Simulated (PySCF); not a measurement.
NbF6, SMILES [F][Nb-]([F])([F])([F])([F])[F], charge -1, multiplicity 1.

Coordinates come from a PBE-D3(BJ)/def2-SVPD optimisation. The spin state was assumed, not searched. The isomer is the one that the SMILES or the coordinates give; other isomers of the formula were not compared. The def2 effective core potentials stand for the cores of Nb; spin–orbit coupling is left out.

Two levels are set side by side: PBE/def2-SVPD (PySCF) and B3LYP/def2-SVPD (PySCF). Same geometry, gas phase. Differences are taken from unrounded values.

```csv
quantity,B3LYP
orbital gap (eV),7.73
highest occupied level (eV),-6.26
lowest empty level (eV),1.47
mean polarisability (bohr³),52.7
```

Problem. What does PBE give, and how far is it from B3LYP? (Estimate from the structure and the level; the computed values follow.)

Solution. 
| quantity | PBE | PBE minus B3LYP |
|---|---|---|
| orbital gap (eV) | 5.58 | -2.14 |
| highest occupied level (eV) | -4.49 | 1.77 |
| lowest empty level (eV) | 1.10 | -0.37 |
| mean polarisability (bohr³) | 57.0 | 4.3 |

PBE's occupied levels lie high since its potential decays too fast outside the molecule; exact exchange lowers them and widens the gap. PBE's more diffuse valence density responds more strongly to a field. Differences between two approximate levels are no errors against the true value.

Rough cost on one machine, each run with all the roots and properties that it gave: B3LYP against PBE within a factor of 2.
